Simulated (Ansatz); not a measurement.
Species: VCl₄, net charge 0, doublet state. The spin state was set by rule; other spins were not relaxed. 
Coordinates optimised at B3LYP-D3(BJ)/def2-TZVP (Ansatz, a program for electronic structure):
```xyz
5

V      0.0000     0.0000     0.0000
Cl     1.7006    -0.5850    -1.1597
Cl     0.5793     0.5104     1.9958
Cl    -0.9308     1.7357    -0.8369
Cl    -1.3492    -1.6610     0.0008
```
Charge 0, spin multiplicity 2.

Total electronic energies in hartree. Valence correlation only, unless marked. Open shells are spin-unrestricted. No spin-orbit coupling. The frozen core is the preceding noble-gas configuration, with the filled d and f shells of earlier blocks. No relativistic terms. CBS marks a two-point X^-3 extrapolation of the correlation energy; Hartree-Fock from the larger set. The bracket is a focal-point correction in the basis named.

```csv
level,program,energy (Eh)
PBE0/def2-TZVPD,Ansatz,-2784.25438
HSE06/def2-TZVPD,Ansatz,-2784.21637
CAM-B3LYP-D4/def2-TZVPD,Ansatz + dftd4,-2785.16140
MP2/6-31G*,Ansatz,-2781.57083
MP2/def2-SVP,Ansatz,-2781.02825
RI-MP2/def2-TZVPP,Ansatz,-2782.05706
RI-MP2/def2-QZVPP,Ansatz,-2782.21347
CCSD/def2-TZVPP,Ansatz,-2782.08309
"RI-MP2/CBS(def2-TZVPP,def2-QZVPP)+[CCSD(T)-MP2]/def2-TZVPP",Ansatz,-2782.3762
```

Totals of different functionals don't rank their quality; only differences between species are comparable.
